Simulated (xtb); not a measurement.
xtb input (GFN1-xTB):

```bash
xtb mol.xyz --gfn 1 --sp --chrg 1 --uhf 0
```
mol.xyz:
```
6

O     -1.84030951    -0.55735952     0.07282262
B     -0.41975709    -0.12712840     0.01661015
Br    -0.11177936     1.57013559     0.70785648
Br     0.72596946    -1.38412085    -0.73216051
H     -2.54200328     0.01247536     0.44369117
H     -2.13338850    -1.42847309    -0.25868192
```

End of the output:

```
         :::::::::::::::::::::::::::::::::::::::::::::::::::::
         ::                     SUMMARY                     ::
         :::::::::::::::::::::::::::::::::::::::::::::::::::::
         :: total energy             -14.527811866667 Eh    ::
         :: gradient norm              0.049917120665 Eh/a0 ::
         :: HOMO-LUMO gap              4.595646884380 eV    ::
         ::.................................................::
         :: SCC energy               -14.620164111696 Eh    ::
         :: -> electrostatic           0.148607208276 Eh    ::
         :: repulsion energy           0.094436928873 Eh    ::
         :: dispersion energy         -0.002084683716 Eh    ::
         :: halogen bond corr.        -0.000000000128 Eh    ::
         :: add. restraining           0.000000000000 Eh    ::
         :: total charge               1.000000000000 e     ::
         :::::::::::::::::::::::::::::::::::::::::::::::::::::

           -------------------------------------------------
          |                Property Printout                |
           -------------------------------------------------

    * Orbital Energies and Occupations

         #    Occupation            Energy/Eh            Energy/eV
      -------------------------------------------------------------
         1        2.0000           -1.1094246             -30.1890
         2        2.0000           -0.9576424             -26.0588
         3        2.0000           -0.9545541             -25.9747
         4        2.0000           -0.9411215             -25.6092
         5        2.0000           -0.9364828             -25.4830
         6        2.0000           -0.8685549             -23.6346
         7        2.0000           -0.7711878             -20.9851
         8        2.0000           -0.7122000             -19.3799
         9        2.0000           -0.6928564             -18.8536
        10        2.0000           -0.6723927             -18.2967
        11        2.0000           -0.6658047             -18.1175
        12        2.0000           -0.6608389             -17.9823 (HOMO)
        13                         -0.4919520             -13.3867 (LUMO)
        14                         -0.4397492             -11.9662
        15                         -0.4298247             -11.6961
Note: The following floating-point exceptions are signalling: IEEE_DENORMAL
normal termination of xtb
        16                         -0.3761103             -10.2345
        17                         -0.3397482              -9.2450
        18                         -0.3395927              -9.2408
        19                         -0.3257491              -8.8641
        20                         -0.3196639              -8.6985
        21                         -0.3160784              -8.6009
        22                         -0.3083619              -8.3910
        23                         -0.3055944              -8.3156
       ...                                ...                  ...
        30                          0.3919535              10.6656
      -------------------------------------------------------------
                  HL-Gap            0.1688869 Eh            4.5956 eV
             Fermi-level           -0.5763954 Eh          -15.6845 eV

  Mulliken/CM5 charges         n(s)   n(p)   n(d)
     1O    -0.47367 -0.77973   1.680  4.793  0.000
     2B     0.52278  0.27370   0.922  1.556  0.000
     3Br    0.01652  0.12368   1.919  5.085 -0.020
     4Br    0.01652  0.12368   1.919  5.085 -0.020
     5H     0.45893  0.62934   0.541  0.000  0.000
     6H     0.45893  0.62934   0.541  0.000  0.000

Wiberg/Mayer (AO) data.
largest (>0.10) Wiberg bond orders for each atom

 ---------------------------------------------------------------------------
     #   Z sym  total        # sym  WBO       # sym  WBO       # sym  WBO
 ---------------------------------------------------------------------------
     1   8 O    2.293 --     5 H    0.758     6 H    0.758     2 B    0.754
     2   5 B    3.225 --     3 Br   1.230     4 Br   1.230     1 O    0.754
     3  35 Br   1.355 --     2 B    1.230
     4  35 Br   1.355 --     2 B    1.230
     5   1 H    0.801 --     1 O    0.758
     6   1 H    0.801 --     1 O    0.758
 ---------------------------------------------------------------------------

Topologies differ in total number of bonds
Writing topology from bond orders to xtbtopo.mol

 dipole moment from electron density (au)
     X       Y       Z
  -3.4688  -1.0506   0.1373  total (Debye):    9.219

           -------------------------------------------------
          | TOTAL ENERGY              -14.527811866667 Eh   |
          | GRADIENT NORM               0.049917120665 Eh/α |
          | HOMO-LUMO GAP               4.595646884380 eV   |
           -------------------------------------------------

------------------------------------------------------------------------
------------------------------------------------------------------------
 total:
 SCF:
```

It need not be the lowest isomer of its formula.
